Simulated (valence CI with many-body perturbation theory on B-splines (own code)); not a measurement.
## Xe³¹⁺: calculated level list

Method: configuration interaction combined with many-body perturbation theory (CI+MBPT): five valence electrons over a frozen Dirac-Fock core [Ar], a basis of 7 s, 7 p, 8 d, 6 f, 4 g, 1 h functions for each j, with the one-electron correlation potential Σ1, the two-electron term Σ2, the three-electron term Σ3, Breit, model QED; selected CI, second order for the rest, scaled by the run's own slope (own B-spline code, finite nucleus).

No measured spectrum was set against this ion. As an estimate, large intervals hold to a few tenths of a per cent, small ones and those within an open d or f shell to about a per cent. Only levels of the ground parity were solved; by the run's estimate the other parity begins above the list, which can be wrong where configurations are misplaced.

Levels 1 to 37 of 37, with energies above the lowest level, (3d3/2^4 3d5/2) J=5/2. "Leading %" is the weight of the configuration and term that name the level; weights of strongly mixed levels are sums over their largest components and can fall short. In the jj column 3d3/2^4 stands for four electrons in 3d with j = 3/2. Lifetimes count E1, E2, E3, M1 and M2 decay at the calculated energies, and are blank where another channel may lead or the interval is too uncertain; long ones can be off by a factor of two.

```tsv
No.	Configuration	Term	J	E (eV)	Leading %	Leading jj	Lifetime	Second component
1	3d5	6S	5/2	0.000	54	3d3/2^4 3d5/2 (54 %)		28 % 3d5 4P
2	3d5	2F	5/2	11.464	26	3d3/2^3 3d5/2^2 (44 %)	49.4 μs	24 % 3d5 6S
3	3d5	4G	7/2	18.586	47	3d3/2^3 3d5/2^2 (95 %)	101 μs	20 % 3d5 2F
4	3d5	4D	3/2	19.197	42	3d3/2^3 3d5/2^2 (93 %)	23.7 μs	39 % 3d5 4P
5	3d5	4G	11/2	19.603	55	3d3/2^3 3d5/2^2 (90 %)		30 % 3d5 2H
6	3d5	4G	9/2	21.687	60	3d3/2^3 3d5/2^2 (77 %)	2.65 ms	16 % 3d5 4F
7	3d5	4D	5/2	22.081	35	3d3/2^3 3d5/2^2 (61 %)	50.0 μs	30 % 3d5 4G
8	3d5	4P	1/2	23.317	61	3d3/2^3 3d5/2^2 (69 %)	709 μs	25 % 3d5 4D
9	3d5	4F	7/2	27.113	25	3d3/2^3 3d5/2^2 (73 %)	174 μs	24 % 3d5 2F
10	3d5	2D	5/2	28.599	36	3d3/2^2 3d5/2^3 (51 %)	19.9 μs	15 % 3d5 4P
11	3d5	4D	7/2	31.549	38	3d3/2^2 3d5/2^3 (79 %)	45.4 μs	24 % 3d5 4G
12	3d5	2I	11/2	32.107	60	3d3/2^2 3d5/2^3 (91 %)		34 % 3d5 4G
13	3d5	2D	3/2	32.486	53	3d3/2^3 3d5/2^2 (51 %)	92.0 μs	26 % 3d5 4D
14	3d5	2G	9/2	33.947	45	3d3/2^2 3d5/2^3 (78 %)	57.2 μs	35 % 3d5 4G
15	3d5	4D	1/2	34.067	74	3d3/2^2 3d5/2^3 (91 %)	30.4 μs	19 % 3d5 4P
16	3d5	4P	3/2	35.264	49	3d3/2^2 3d5/2^3 (87 %)	13.3 μs	36 % 3d5 4F
17	3d5	2I	13/2	35.294	100	3d3/2^2 3d5/2^3 (100 %)	273 μs	
18	3d5	2F	5/2	37.177	38	3d3/2^2 3d5/2^3 (80 %)	23.1 μs	17 % 3d5 4D
19	3d5	2H	9/2	40.569	53	3d3/2^2 3d5/2^3 (99 %)	18.4 μs	46 % 3d5 4F
20	3d5	2G	7/2	42.137	61	3d3/2^2 3d5/2^3 (97 %)	75.2 μs	32 % 3d5 2F
21	3d5	4F	5/2	42.664	50	3d3/2^2 3d5/2^3 (82 %)	17.8 μs	22 % 3d5 2F
22	3d5	2D	3/2	45.167	76	3d3/2^2 3d5/2^3 (49 %)	46.5 μs	19 % 3d5 4F
23	3d5	2F	5/2	46.430	33	3d3/2 3d5/2^4 (70 %)	8.93 μs	28 % 3d5 4P
24	3d5	2F	7/2	46.490	56	3d3/2^2 3d5/2^3 (72 %)	25.5 μs	32 % 3d5 2G
25	3d5	2S	1/2	47.522	64	3d3/2^2 3d5/2^3 (49 %)	17.8 μs	19 % 3d5 4P
26	3d5	2G	9/2	50.833	55	3d3/2^2 3d5/2^3 (63 %)	36.2 μs	24 % 3d5 2H
27	3d5	4F	7/2	51.357	42	3d3/2 3d5/2^4 (90 %)	12.7 μs	26 % 3d5 2F
28	3d5	2H	11/2	52.619	63	3d3/2 3d5/2^4 (97 %)	13.3 μs	26 % 3d5 2I
29	3d5	2D	3/2	54.925	61	3d3/2 3d5/2^4 (74 %)	9.07 μs	19 % 3d5 4D
30	3d5	2D	5/2	57.946	65	3d3/2 3d5/2^4 (78 %)	11.4 μs	26 % 3d5 2F
31	3d5	2G	9/2	59.914	87	3d3/2 3d5/2^4 (60 %)	19.2 μs	6 % 3d5 2H
32	3d5	2D	5/2	61.950	54	3d3/2^2 3d5/2^3 (48 %)	14.6 μs	27 % 3d5 2F
33	3d5	2G	7/2	63.589	74	3d3/2 3d5/2^4 (82 %)	16.2 μs	22 % 3d5 2F
34	3d5	2P	3/2	64.120	79	3d3/2^2 3d5/2^3 (85 %)		19 % 3d5 2D
35	3d5	2P	1/2	71.610	80	3d3/2 3d5/2^4 (66 %)	13.7 μs	17 % 3d5 2S
36	3d5	2D	5/2	77.114	81	3d5/2^5 (46 %)	6.36 μs	8 % 3d5 2F
37	3d5	2D	3/2	79.571	77	3d3/2 3d5/2^4 (83 %)	8.67 μs	19 % 3d5 2P
```

The ionisation energy to 3d4 3P_0 of the next ion comes out as 1918.6 eV (NIST: 1919 ± 4 eV (theoretical)). All 37 levels together are meant to be complete up to 82.796 eV.
